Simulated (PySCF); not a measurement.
## Working with the constants of RbBi⁺

PBE constants of RbBi⁺, ⁴Σ⁻ (quartet), unpaired electrons σ ↑, π ↑↑ (PySCF, scalar-relativistic core potentials, basis sets Rb def2-SVPD with ECP28, Bi def2-SVPD with ECP60; masses 84.9118 and 208.9804 u):

```
ωe              : 38.5 cm⁻¹
ωexe            : 0.266 cm⁻¹
Be              : 0.016712 cm⁻¹
αe              : 0.000138 cm⁻¹
D (centrifugal) : 1.26e-08 cm⁻¹
```

Question: Give the vibrational terms G(v) and spacings up to v = 6.

Answer: G(v) = ωe(v+½) − ωexe(v+½)².

| v | G(v) (cm⁻¹) | G(v) − G(v−1) | Bv (cm⁻¹) |
| --- | --- | --- | --- |
| 0 | 19.2 |  | 0.01664 |
| 1 | 57.2 | 38.0 | 0.01651 |
| 2 | 94.6 | 37.4 | 0.01637 |
| 3 | 131.5 | 36.9 | 0.01623 |
| 4 | 167.9 | 36.4 | 0.01609 |
| 5 | 203.7 | 35.8 | 0.01595 |
| 6 | 239.0 | 35.3 | 0.01582 |

These are scalar-relativistic numbers at best; spin–orbit coupling would shift them, the dissociation energy most. The state was picked by a PBE0 search and need not be the measured ground state.
